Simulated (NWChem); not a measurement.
C$_{2}$H$_{5}$FSi$_{2}$; SMILES [SiH3]C#C[SiH2]F

Question: Give the equilibrium geometry at PBE0/def2-SVP (NWChem) as an XYZ file, with the point group.

Answer: point group C1; any orientation.
```
10

Si     0.1519     2.8796    -0.0012
C     -0.0801     1.0540    -0.0041
C     -0.2233    -0.1623    -0.0042
Si    -0.4603    -1.9759    -0.0088
F      0.9513    -2.6960     0.3389
H      1.3788     3.2088     0.7782
H      0.2991     3.3599    -1.4046
H     -1.0356     3.5239     0.6287
H     -0.8872    -2.4195    -1.3600
H     -1.4441    -2.3544     1.0371
```
